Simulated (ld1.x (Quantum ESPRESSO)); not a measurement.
Before and after: TM potential for Bi

ld1.x (Quantum ESPRESSO) 7.5 input, shortened:

```
&input
   title='Bi', zed=83., rel=1, dft='PBESOL', iswitch=3,
   config='[Xe] 4f14 5d10 6s1.5 6p3.5'
 /
 &inputp
   pseudotype=2, tm=.true., lloc=-1, rcloc=1.30,
   nlcc=.true., rcore=0.85
 /
3
6S  1  0   1.50   0.00  1.60  1.60  0.0
6P  2  1   3.50   0.00  2.40  2.40  0.0
5D  3  2  10.00   0.00  1.80  1.80  0.0
 &test
   configts(1)='5d10 6s1.5 6p3.5'
 /
```

Change: all radii but the core radius scaled by about 0.82 (s 1.32, p 1.98, d 1.48 bohr); local potential all-electron potential smoothed inside 1.08 bohr (lloc = -1).

Cutoffs: the cutoffs (Ry, on a coarse ladder) from which the occupation-weighted sum of valence levels, in a spherical-Bessel basis at the reference potential, stays within 10 and 1 mRy of its value at 400 Ry; they do not see the model core or the augmentation charge, which bear on the density cutoff. Errors are all-electron minus pseudo energies relative to the spin-unpolarised reference configuration.

Q: Predict the effect on cutoff, ghosts and configuration errors.

A: The potential gets harder (55 Ry and 100 Ry → 120 Ry and 200 Ry); both files keep a bound ghost (p, s); of the 7 tests that both files solve, the error grows in 5 and shrinks in 2 by more than 15 % and 0.3 meV (median size 17.0 → 15.9 meV). A smaller radius makes the pseudo-wave follow the all-electron one further in, where it bends more sharply, so more plane waves are needed.

| quantity | base | changed |
| --- | --- | --- |
| cutoff, loose | 55 Ry | 120 Ry |
| cutoff, tight | 100 Ry | 200 Ry |
| loose cutoff by channel (10 mRy a level) | s 30 Ry, p 6 Ry, d 50 Ry | s 120 Ry, p 21 Ry, d 50 Ry |
| bound ghosts | s, p | s, p |
| error for 5d10 6s2 6p3, meV [ΔE -5.01 eV] | 0.0 | -5.9 |
| error for 5d10 6s2 6p2, meV [ΔE 2.94 eV] | -5.9 | -16 |
| error for 5d10 6s2 6p1, meV [ΔE 18.23 eV] | -17 | -33 |
| error for 5d9 6s2 6p3, meV [ΔE 28.30 eV] | -94 | -9.6 |
| error for 5d9 6s2 6p4, meV [ΔE 19.15 eV] | -140 | -61 |
| error for 5d10 6s2 6p3.3, meV [ΔE -6.11 eV] | +1.4 | -3.6 |
| error for 5d10 6s2 6p0, meV [ΔE 41.58 eV] | -42 | -71 |

 A true bound ghost makes a file unfit for plane-wave use even where its test errors are small: the radial tests pick states by their node count and pass the ghost by.
